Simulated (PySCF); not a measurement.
## Does the structure fit the spectrum?

A compound C5H12OSi2 gives the data below (simulated from a calculation) and was assigned the structure `CC#C[SiH2][SiH2]OCC`.

13C{1H} NMR (computed): δ 123.4 (C), 112.0 (C), 71.0 (CH), 27.8 (CH3, 2C).

1H NMR (600 MHz, computed): δ 4.96 (s, 2H), 4.25 (s, 3H), 4.07 (sept, 1H), 1.38 (d, 6H).

Relativity neglected, one computed conformer, averaged over atoms made equivalent by symmetry, fast rotation or ring inversion, no solvent. Structure optimised with GFN2-xTB; NMR shieldings at PBE0/pcSseg-1/GIAO; PySCF 2.14.0 with density-fitted response routines.

δ = σ(ref) − σ, references computed at the same level: 1H, 13C against TMS.

**Question.** Compare with the shifts computed for the proposed structure, pairing carbons in order of shift.

**Answer.** Atoms are numbered as in `[CH3:1][C:2]#[C:3][SiH2:4][SiH2:5][O:6][CH2:7][CH3:8]`; H(Xn) means a hydrogen on atom n.

| atom | computed for proposal | given list | difference |
| --- | --- | --- | --- |
| C2 | 115.1 | 123.4 | -8.3 |
| C3 | 78.2 | 112.0 | -33.8 |
| C7 | 65.0 | 71.0 | -6.0 |
| C8 | 18.1 | 27.8 | -9.7 |
| C1 | 6.2 | 27.8 | -21.6 |

The rms difference is 19.0 ppm and the largest -33.8 ppm at C3 (alkyne carbon). The proposal also would give 5 carbon signals, not 4. The carbon types in order of shift don't match either: C, C, CH2, CH3, CH3 for the proposal against C, C, CH, CH3, CH3 in the data. The proposal doesn't fit.

**Question.** Which isomer fits?

**Answer.** SMILES C([SiH2]OC(C)C)#C[SiH3].

- Carbon types of the structure: 2 × C, 1 × CH, 2 × CH3, leaving 5 H on heteroatoms.
- δC 123.4, 112.0: alkyne carbon.
- δC 71.0: sp3 CH bonded to O; deshielded by the electronegative neighbour.
- δC 27.8: methyl carbon; saturated and bonded to C and H only.
- δH 4.07: hydrogen on an sp3 CH bonded to O; its carbon carries O, hence the downfield position.

This is the structure that produced the data.

Shifts are as computed. Against solution values, carbons near 30 ppm lie about +3 ppm off and those near 130 ppm about +5 ppm. Of 1309 compounds with measured shifts, 239 miss one by over three times the rms of a fit or turn the order of signals round; such compounds aren't used in these exercises. No couplings were computed; multiplicities are counted from neighbouring protons, with m where these are inequivalent, close in shift, in a saturated or five-membered ring or joined by F or P, and br s for small geminal =CH2 splittings.
